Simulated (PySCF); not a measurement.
From computed data to an observable: oscillator strength and radiative lifetime

Si(Br)2(OH)2 (Br2H2O2Si), SMILES O[Si](O)(Br)Br.

The structure is a stationary point at B3LYP-D3(BJ)/def2-SVP. The values are those of a single conformer.

TDA-PBE/def2-SVPD in PySCF 2.14.0 puts the first singlet state with f over 0.02 at 5.87 eV (vertical), with the transition dipole (0.442, 0.100, 0.000) in atomic units.

**Question.** Find the oscillator strength, the wavelength and the radiative lifetime that this transition would have in vacuum if emission retraced absorption.

**Answer.** 
|μ|² = 0.2054 au, so |μ| = 1.15 D. ΔE = 5.87/27.211 = 0.2157 hartree. f = (2/3) ΔE |μ|² = 0.030 (the program prints 0.030).
λ = 1239.84/5.87 = 211 nm; ν = 47345 cm⁻¹.
Einstein's coefficient A = 0.6670 ν² f s⁻¹ (ν in cm⁻¹) = 4.4e7 s⁻¹, so τ = 1/A = 23 ns. This state is S1. The figure is the radiative limit of this one transition; relaxation, internal conversion, crossing to triplets and a medium change what is measured.
